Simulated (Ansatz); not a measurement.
A run for Ansatz (a program for electronic structure): R-PBE0/def2-TZVPPD on FH7Si2 (a complex), monomers drawn apart or pushed together. Files ending in .json are basis or fitting sets from the Basis Set Exchange.

Ansatz 0.2 input:
```yaml
crystal:
  periodic: [false, false, false]
  atoms:
    - {symbol: F, position_ang: [1.45958480, 0.31951535, -0.17441569]}
    - {symbol: H, position_ang: [1.34353286, 0.29973948, 0.74874191]}
    - {symbol: Si, position_ang: [-0.35241009, -0.15230775, 5.08229348]}
    - {symbol: Si, position_ang: [-0.32323061, -0.15144092, 2.73864237]}
    - {symbol: H, position_ang: [-1.70013027, -0.53921649, 5.56214414]}
    - {symbol: H, position_ang: [-0.02509290, 1.20072975, 5.58998329]}
    - {symbol: H, position_ang: [0.64395389, -1.12061275, 5.59730334]}
    - {symbol: H, position_ang: [-0.61312000, -1.49390390, 2.18587720]}
    - {symbol: H, position_ang: [1.04407940, 0.23873113, 2.28232546]}
    - {symbol: H, position_ang: [-1.27870429, 0.83087503, 2.17834808]}
basis:
  gaussian:
    orbitals: def2-TZVPPD.json
hamiltonian:
  xc: {name: PBE0}
scf: {lower_state_search: off}
```

It printed:

```
WARN ansatz: RAYON_NUM_THREADS=1 ignored (pool sized by the plan → 1); use --threads N
Functional definition: PBE0
these checks for a lower state are left out or cut short: stability, starts, cluster_reference, orbital_swaps, neighbouring_geometries, increment
integrals: 0.18 GiB planned
1254 factors; their error is unknown
mean field: 1.46 GiB planned
mean field evaluation 1: about -18576.5416 eV, gradient 3.3e1 eV
mean field evaluation 2: about -18575.0774 eV, gradient 4.8e1 eV
mean field evaluation 4: about -18578.1951 eV, gradient 7.4e-1 eV
mean field evaluation 8: about -18578.2340 eV, gradient 3.7e-1 eV
mean field evaluation 16: about -18578.2342 eV, gradient 4.2e-6 eV
mean field -18578.23418846 eV, -682.7375136465 hartree, gradient 4.2e-6 eV, S^2 0.000000; 0 other end points of the search recorded, 0 dependent functions left out
reference -18578.23423383 eV, -682.7375153137 hartree; 22, 22 occupied and 233, 233 virtual orbitals, 1254 factors
Total energy: -18578.23423383 eV, -682.7375153137 hartree
Checks for a lower state left out: stability, starts, cluster_reference, orbital_swaps, neighbouring_geometries, increment
```

Self-consistency was reached.

Cost: very roughly 4 core-seconds.
